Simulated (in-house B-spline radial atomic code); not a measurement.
**Cr II (Cr+): [Ne] 3s2 3p5 3d5 4s1 (an excited or competing configuration)**

Computed with a B-spline radial code for spherical atoms: non-relativistic RPBE, spin-polarised, spherical fractional occupations, point nucleus.

Z_r = [3n² - l(l+1)]/(2<r>); Z_e = n√(-2ε); the last column is Slater's effective charge. Values are occupation-weighted means over spin.

```csv
shell,electrons,ε (eV),<r> (bohr),Z_r,Z_e,Slater
1s,2,-5850.2,0.06417,23.38,20.74,23.70
2s,2,-670.92,0.2957,20.29,14.04,19.85
2p,6,-572.1,0.2607,19.18,12.97,19.85
3s,2,-84.105,0.9047,14.92,7.46,13.10
3p,5,-57.189,0.9579,13.05,6.15,13.10
3d,5,-16.465,1.211,8.67,3.30,5.60
4s,1,-12.02,2.855,8.41,3.76,3.80
```

The least bound orbital is 4s up at -12.02 eV, and it is also the most diffuse (<r> = 2.855 bohr).
